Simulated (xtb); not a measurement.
MoOCl3, SMILES [O]=[Mo+]([Cl])([Cl])[Cl], charge +1, multiplicity 1. All values are semi-empirical tight-binding results from xtb (GFN2-xTB unless named), good for trends rather than for accurate numbers. Geometry: GFN2-xTB. The spin state was assumed, not searched. The isomer is the one that the SMILES or the coordinates give; other isomers of the formula were not compared.

For metal compounds this method's bond lengths and energies can be far off.

```
Property                                       Result
-------------------------------------  --------------
point group as xtb finds it                       C3v
orbital gap                                   3.81 eV
zero-point energy                        4.2 kcal/mol
G − E(el) at 298.15 K (modified RRHO)  -16.2 kcal/mol
```
